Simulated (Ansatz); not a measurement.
Consider the formal exchange of groups at the Si–C bond: `[SiH3]CI` + `B/C(O)=C(\O)F` → `B/C(O)=C(/O)[SiH3]` + `FCI`.

Calculated with Ansatz (gas phase, PBE0-D4/def2-TZVP geometries, no zero-point term in ΔE). CCSD(T)/CBS is the MP2 limit (def2-TZVPP, def2-QZVPP) plus CCSD(T) − MP2 in def2-TZVPP, frozen cores. Double bonds are as drawn, so ΔE can hold a change between cis and trans. DFT in def2-TZVPP. Elements past krypton have def2 core potentials. For I outer-core shells are correlated without core-valence functions, which leaves a few kJ/mol of doubt a bond. Each species was taken in one conformer, which may not be the lowest.

Is it downhill or uphill in electronic energy at CCSD(T)/CBS, and by how much? (Estimate.)

The calculation gave: Uphill: ΔE = +32.0 kJ/mol.

What do these levels give: PBE-D4, ωB97X-V, r2SCAN, MP2/def2-QZVPP, MP2/CBS(def2), CCSD/CBS(def2)? (Estimate.)

Ansatz gave: PBE-D4 35.3, ωB97X-V 38.3, r2SCAN 40.7, MP2/def2-QZVPP 35.8, MP2/CBS(def2) 34.5, CCSD/CBS(def2) 33.1 kJ/mol.

Largest T1 diagnostic among the species: 0.015.

In def2-TZVPP, CCSD(T) changes the Hartree–Fock value by −7.3 kJ/mol (the triples alone add −1.1 kJ/mol) and MP2 by −4.8 kJ/mol. From PBE to PBE0 (25 % exact exchange), in def2-TZVPP and without D4, ΔE moves by +5.1 kJ/mol.
